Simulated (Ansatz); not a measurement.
Cost and result up the ladder for Sn(vinyl)3(NMe2) (C8H15NSn) (25 atoms). Charge 0, multiplicity 1. Geometry: PBE-D4/def2-SVP.

Cartesian coordinates in Å:
```
Sn -0.0824 -0.1210 -0.1612
C -0.4645 -1.6493 1.3280
C -0.1340 -2.9385 1.1247
H -0.9434 -1.3588 2.2811
H 0.3463 -3.2805 0.1900
H -0.3260 -3.7227 1.8808
C -1.9551 0.5240 -1.0055
C -3.0842 -0.1973 -0.8756
H -1.9757 1.4706 -1.5759
H -3.1109 -1.1484 -0.3136
H -4.0427 0.1255 -1.3226
C 1.2302 -0.9198 -1.6713
C 0.7861 -1.2144 -2.9078
H 2.2904 -1.1107 -1.4211
H -0.2638 -1.0485 -3.2115
H 1.4504 -1.6378 -3.6836
N 0.8060 1.5966 0.5956
C 2.2119 1.5586 0.9369
C 0.0187 2.4103 1.4973
H 2.6441 2.5888 0.9234
H 2.7838 0.9622 0.1955
H 2.4347 1.1368 1.9536
H -1.0459 2.4332 1.1810
H 0.0425 2.0747 2.5693
H 0.3836 3.4664 1.4925
```

Ansatz on 2 threads of AMD EPYC 7R13 on a shared host and a share (18 GiB) of an NVIDIA H100 80GB HBM3. Times are rough, and most runs start from the orbitals of an earlier one. ωB97X-V/def2-TZVP serves as the yardstick here, not as an exact answer. Differences are given only for rows in sets of like size (and for xTB, whose basis is part of the method), since another set adds its own error. Binding counts from free atoms at the same level (Sn triplet, C triplet, H doublet, N quartet; other spins of the atoms weren't run), without zero-point energy or a counterpoise term.

In the def2 sets Sn takes a core potential; there is no spin–orbit coupling. HSE06 is defined as in plane-wave codes, on full-range PBE exchange. Correlated methods freeze 13 core orbitals; core or outer-core shells of Sn are correlated, in sets that lack core-valence functions. Single mean-field runs in def2-TZVP are fitted with def2-universal-jkfit.

Run but left out: HF/STO-3G (restricted singlet, unstable in another Hartree–Fock run and untested here).

Correlated methods converge slowly with the basis.

| level | functions | binding energy per atom (eV) | difference from ωB97X-V/def2-TZVP (eV) | remarks |
| --- | --- | --- | --- | --- |
| PBE0-D4/def2-TZVP (with forces) | 419 | 4.10 | 0.02 | – |
| PBE0-D4/def2-SVP | 227 | 4.13 | – | – |
| r2SCAN-D4/def2-TZVP (with forces) | 419 | 4.07 | 0.00 | – |
| CAM-B3LYP-D4/def2-TZVP | 419 | 4.08 | 0.01 | – |
| PBE-D4/def2-TZVP | 419 | 4.17 | 0.10 | – |
| CCSD(T)/def2-TZVP | 419 | 3.94 | -0.14 | restricted SCF unstable |
| PBE-D4/def2-SVP | 227 | 4.20 | – | – |
| HSE06-D4/def2-TZVP | 419 | 4.10 | 0.02 | – |
| ωB97X-V/def2-TZVP | 419 | 4.08 | 0.00 | – |

Q: Estimate how long each takes.

A: CAM-B3LYP-D4/def2-TZVP 2 s; PBE-D4/def2-TZVP 2 s; PBE0-D4/def2-SVP 2.5 s; PBE0-D4/def2-TZVP (with forces) 2.6 s; r2SCAN-D4/def2-TZVP (with forces) 3 s; HSE06-D4/def2-TZVP 3.2 s; PBE-D4/def2-SVP 3.5 s; ωB97X-V/def2-TZVP 6 s; CCSD(T)/def2-TZVP 71 s. On shared hardware such times vary by a factor of up to 3.
